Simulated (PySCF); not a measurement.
```xyz
6

O     -1.3138     0.0475    -0.1576
Si     0.2869    -0.2604    -0.0610
Br     1.2775     1.0725     1.4175
H     -1.5959     0.9326    -0.3945
H      0.4128    -1.6537     0.4039
H      0.9838    -0.0237    -1.3464
```

Charge 0, multiplicity 1.

Problem. Give the Mulliken and meta-Löwdin atomic charges from PBE0-D4/def2-TZVP (PySCF).

Solution. 
```tsv
atom	Mulliken (e)	meta-Löwdin (e)
O1	-0.50	-0.74
Si2	0.45	0.88
Br3	-0.24	-0.29
H4	0.33	0.36
H5	-0.01	-0.09
H6	-0.03	-0.11
```
